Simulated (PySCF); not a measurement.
**Argon: a sound run and one with changed settings**

Sound run: Ar+ [Ne] 3s2 3p5, Ar(2+) [Ne] 3s2 3p4. Calculation: PySCF 2.14, in cc-pV(T+d)Z; no relativity, point nucleus. The sound run starts from symmetry-adapted Hartree-Fock orbitals and uses a fine grid where one is needed.

Changed run: radial step 0.5 in ln r (0.13 in the sound run). This setting is unsound on purpose.

```json
{"species": "Ar+", "method": "UHF", "sound run (hartree)": "-526.27765", "changed run (hartree)": "-526.27765", "converged": "yes"}
{"species": "Ar+", "method": "B3LYP", "sound run (hartree)": "-526.97907", "changed run (hartree)": "-526.97776", "converged": "yes"}
{"species": "Ar+", "method": "TPSS", "sound run (hartree)": "-526.98502", "changed run (hartree)": "-526.99560", "converged": "yes"}
{"species": "Ar(2+)", "method": "UHF", "sound run (hartree)": "-525.30838", "changed run (hartree)": "-525.30838", "converged": "yes"}
{"species": "Ar(2+)", "method": "B3LYP", "sound run (hartree)": "-525.96046", "changed run (hartree)": "-525.95964", "converged": "yes"}
{"species": "Ar(2+)", "method": "TPSS", "sound run (hartree)": "-525.97017", "changed run (hartree)": "-525.97255", "converged": "yes"}
```

Ionisation energy of Ar+:

| method | sound run (eV) | changed run (eV) |
| --- | --- | --- |
| UHF | 26.375 | 26.375 |
| B3LYP | 27.718 | 27.704 |
| TPSS | 27.615 | 27.838 |

A coarse radial grid mis-integrates the density and the exchange-correlation energy, with errors of either sign; Hartree-Fock needs no grid.

For comparison, NIST gives 27.630 eV between the lowest levels.
